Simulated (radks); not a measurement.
Radial electron density D(r) = 4 pi r^2 rho(r) of an atom or ion with 6 electrons. Calculated with a radial shooting solver on a logarithmic mesh with Libxc functionals: scalar-relativistic Kohn-Sham, PBE, spin-polarised, spherical densities, point nucleus.

r (bohr)  D(r) (e/bohr)   spin D(r)
0.01279          0.5348  -0.0000828
0.01419          0.6436  -0.0000946
0.01562          0.7620   -0.000105
0.01733          0.9124   -0.000115
0.01923           1.089   -0.000120
0.02134           1.296   -0.000118
0.02349           1.517   -0.000104
0.02607           1.792  -0.0000686
0.02892           2.107    7.28e-07
0.03184           2.436    0.000110
0.03533           2.835    0.000304
0.0392            3.280    0.000612
0.04349           3.770     0.00109
0.04788           4.259     0.00175
0.05312           4.822     0.00280
0.05895           5.410     0.00435
0.06489           5.964     0.00641
0.072             6.558     0.00957
0.07989           7.125      0.0141
0.08864           7.638      0.0204
0.09758           8.039      0.0285
0.1083            8.366      0.0404
0.1201            8.554      0.0568
0.1322            8.581      0.0768
0.1467            8.438       0.106
0.1628            8.109       0.143
0.1807            7.604       0.192
0.1989            7.004       0.249
0.2207            6.248       0.326
0.2448            5.439       0.421
0.2695            4.703       0.525
0.2991            3.981       0.658
0.3318            3.397       0.810
0.3682            2.998       0.980
0.4053            2.813        1.15
0.4497            2.807        1.34
0.499             2.970        1.53
0.5493            3.219        1.68
0.6095            3.527        1.82
0.6763            3.795        1.90
0.7504            3.953        1.92
0.826             3.956        1.87
0.9166            3.784        1.75
1.017             3.439        1.57
1.119             2.999        1.36
1.242             2.445        1.11
1.378             1.874       0.851
1.529             1.346       0.616
1.684            0.9315       0.432
1.868            0.5823       0.275
2.073            0.3361       0.163
2.282            0.1873      0.0937
2.532           0.09067      0.0473
2.809           0.03946      0.0216
3.117           0.01528     0.00880
3.431          0.005677     0.00344
3.807          0.001699     0.00109

What is the nuclear charge?

Answer. Z = 8. The innermost maximum, from 1s, lies near gamma/Z bohr with gamma = sqrt(1 - (Z/c)^2) = 0.998, here 0.125 bohr (found: 0.128), and its height grows with Z. The density is that of the oxygen ion O2+ in [He] 2s2 2p2; the configuration itself is not fixed sharply by these data. D(r) has 2 maxima, at r = 0.128, 0.787 bohr, and minima at 0.429 bohr, inside which lie 2.17 electrons.
